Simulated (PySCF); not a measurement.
A family of related molecules: H2E=E'H2. Isolated molecules, 0 K electronic values unless said otherwise. One relaxed conformer stands for each flexible species; it need not be the lowest. Strings in code marks are SMILES.

The vertical ionisation energy (Delta-SCF) from two functionals at the same geometries (CAM-B3LYP-D3(BJ)/def2-TZVP), both in PySCF: PBE-D3(BJ)/def2-TZVP and TPSSh-D3(BJ)/def2-TZVP. Delta-SCF ions had no search for a lower state. 

```
species         PBE-D3(BJ)/def2-TZVP (eV)  TPSSh-D3(BJ)/def2-TZVP (eV)
--------------  -------------------------  ---------------------------
`[SiH2]=C`                           8.94                         8.76
`[CH2]=[GeH2]`                       8.74                         8.56
`[NH2+]=C`                          21.46                        21.15
`[CH2]=[SnH2]`                       8.15                         7.96
```

Over these rows, drawn at random from the members with no instability flagged (it was tested for open shells, ions and some series alone), PBE minus TPSSh-D3(BJ): mean +0.21 eV, from +0.18 eV to +0.31 eV.
